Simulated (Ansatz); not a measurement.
| atom | x (Å) | y (Å) | z (Å) |
| --- | --- | --- | --- |
| Mn | 0.0000 | 0.0000 | 0.0000 |
| Cr | 0.0000 | 1.9440 | 3.0240 |
| Cr | 0.0000 | -1.9440 | 3.0240 |

Basis set: pcseg-2. Charge 0. Computed with Ansatz (development build ahead of 0.2.0); the lowest solution found for each multiplicity.

(1) How do the multiplicities compare at this shape? Give, from the lowest of each method, PBE0 (unrestricted) for 6, 8.

Results:

(1)

```json
{"method": "PBE0, unrestricted", "multiplicity": "6", "E (eV)": "0.000", "<S²>": "14.64"}
{"method": "PBE0, unrestricted", "multiplicity": "8", "E (eV)": "0.106", "<S²>": "20.71"}
```

Caution for PBE0, unrestricted: the unrestricted determinant is a mixture of spin states.
